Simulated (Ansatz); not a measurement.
Correlation energies of FH3S2Si (`F[SiH2]SS`) by basis set

```xyz
7

F    -2.194   -0.944   -0.407
Si   -0.640   -0.581   -0.306
S    -0.366    0.732    1.354
S     1.656    0.733    0.923
H     0.117   -1.832   -0.091
H    -0.245    0.108   -1.554
H     1.672    1.785    0.082
```

Total charge 0; spin multiplicity 1. The structure was optimised at the PBE0-D4/def2-TZVP level. It is one conformer, not always the lowest. Frozen core, restricted reference, Ansatz. CBS rows extrapolate triple and quadruple zeta; past MP2 they add the triple-zeta difference.

```
     basis      HF (Eh)  MP2 corr.  CCSD corr.       (T)  CCSD(T) total
  def2-SVP  -1184.82944   -0.54009    -0.58581  -0.01416    -1185.42941
def2-TZVPP  -1185.35363   -0.72373    -0.76827  -0.03093    -1186.15283
def2-QZVPP  -1185.39046   -0.79079           –         –              –
 CBS(def2)  -1185.39553   -0.84046    -0.88500     as TZ    -1186.31146
```
